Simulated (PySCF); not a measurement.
# Static response to an electric field

Compound: C2H10SSi3.
Numbering: `[CH3:1][C:2](=[S:3])[SiH2:4][SiH2:5][SiH3:6]` (hydrogens: H7, H8, H9 on C1; H10, H11 on Si4; H12, H13 on Si5; H14, H15, H16 on Si6)

Structure used (PBE0-D3(BJ)/def2-SVP), in Å, numbered top down from 1:
```xyz
16
C2H10SSi3 angstrom
C      2.838   -0.899   -0.009
C      1.506   -0.371    0.406
S      0.853   -0.663    1.871
Si     0.493    0.731   -0.779
Si    -1.757    0.125   -0.563
Si    -2.532    0.385    1.639
H      3.498   -0.066   -0.308
H      3.314   -1.482    0.791
H      2.724   -1.528   -0.909
H      1.008    0.595   -2.181
H      0.709    2.150   -0.354
H     -2.565    0.979   -1.494
H     -1.903   -1.300   -1.006
H     -4.008    0.651    1.589
H     -1.872    1.555    2.291
H     -2.313   -0.852    2.443
```

Level: CAM-B3LYP/def2-SVPD (PySCF), static field, nuclei fixed, core orbitals frozen in the response. The polarisability tensor in these axes (au):

```
x   153.28  -7.62 -12.48
y    -7.62 109.77  -8.00
z   -12.48  -8.00 142.10
```

Give the principal values, the mean and the anisotropy Δα = √{½[(α1 − α2)² + (α2 − α3)² + (α1 − α3)²]}.

Principal values 105.56, 138.14 and 161.46 au; mean 135.05 au = 20.01 Å³ = 22.27 × 10⁻⁴⁰ C²·m²/J; Δα = 48.64 au (36 % of the mean).

What is the dipole moment, and where does it point?

(1.53, 0.00, -1.65) D, 2.25 D in size, pointing from the negative to the positive side. Measured along this direction, the outermost atoms are H14 at the negative end and H7 and H9 at the positive end.

What molar refraction does this α imply?

Lorentz–Lorenz: R = (4π/3)N_A α = 2.5225 cm³/(mol·Å³) × 20.01 Å³ = 50.5 cm³/mol, in the limit of long wavelengths.

What would n − 1 = 2πNα be for an ideal gas of these molecules at 400 K and 1 atm, electronic part alone?

N = p/kT = 1.8347 × 10¹⁹ cm⁻³, so n − 1 = 2π × N × 20.01 × 10⁻²⁴ cm³ = 2307 × 10⁻⁶ at long wavelengths, for an ideal gas.

Orientational against electronic polarisability at 500 K (dilute gas, rigid molecules)?

In Gaussian units μ²/3kT = 24.41 Å³ against 20.01 Å³, a ratio of 1.22; the Debye molar polarisation (4π/3)N_A(α + μ²/3kT) is 112.1 cm³/mol, leaving out the vibrational part.

Directions of the eigenvectors, and the extent of the frame along each?

Largest value along (0.85, -0.04, -0.53), where the nuclei span 7.40 Å; middle along (0.48, -0.36, 0.80), 5.54 Å; least along (0.22, 0.93, 0.28), 3.99 Å. The response follows the extents in order.

The structure is a single PBE0-D3(BJ)/def2-SVP conformer in the gas phase; no vibrational or solvent corrections.
